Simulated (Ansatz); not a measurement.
`[F][Al]([F])[N]([SiH3])[SiH3]` + HBr → `[F][Al]([F])[Br]` + `[SiH3]N[SiH3]` at 600 K and 1 bar (ligand exchange at the Al–N bond).

Isolated molecules relaxed with PBE0-D4/def2-TZVP in Ansatz; ΔE leaves out vibrations. CBS: MP2 limit from def2 TZ/QZ plus the TZ coupled-cluster correction, frozen cores. This one scheme is used for every species. For Br outer-core shells are correlated without core-valence functions, which leaves a few kJ/mol of doubt a bond. Scalar relativity is left out up to krypton. Each species was taken in one conformer, which may not be the lowest.

```
                        species  CCSD(T)/CBS energy (Eh)  H − E (kJ/mol)  S (J/(mol·K))
`[F][Al]([F])[N]([SiH3])[SiH3]`              -1078.31094           245.7          536.8
                            HBr              -2573.91920            33.5          219.1
             `[F][Al]([F])[Br]`              -3015.14527            54.1          361.2
                `[SiH3]N[SiH3]`               -637.10515           230.1          420.5
```

H − E and S are ideal-gas, rigid-rotor, harmonic terms from PBE0-D4/def2-TZVP, for one conformer and one mirror image of each species. 1 Eh = 2625.50 kJ/mol, R = 8.31446 J/(mol·K).

Problem. By hand: ΔE, ΔH, ΔS and ΔG.

Solution. ΔE = (-3015.14527) + (-637.10515) − (-1078.31094) − (-2573.91920) = -0.02028 Eh = -53.2 kJ/mol. Δ(H − E) = 54.1 + 230.1 − 245.7 − 33.5 = 5.0, so ΔH = -48.2 kJ/mol. ΔS = 361.2 + 420.5 − 536.8 − 219.1 = 25.8 J/(mol·K). ΔG = -48.2 − 600 × (25.8)/1000 = -63.7 kJ/mol.

Problem. By hand: the equilibrium constant, and the temperature at which ΔG would vanish if ΔH and ΔS stayed fixed.

Solution. log₁₀ K = −ΔG/(RT ln 10) = 5.5. ΔH and −TΔS have one sign here, so there is no such temperature.

ΔH outweighs TΔS. A doubt of 5 kJ/mol in ΔE shifts log₁₀ K by 0.4 here. Other conformers and mirror images would add mixing entropy, several J/(mol·K) or more a flexible species. Modes under 60 cm⁻¹, often nearly free rotors, make the harmonic entropy too high. These are equilibria of isolated gas molecules and say nothing of rates. Largest T1 diagnostic: 0.012 (customary marks: 0.02 for closed shells, 0.045 for open ones).
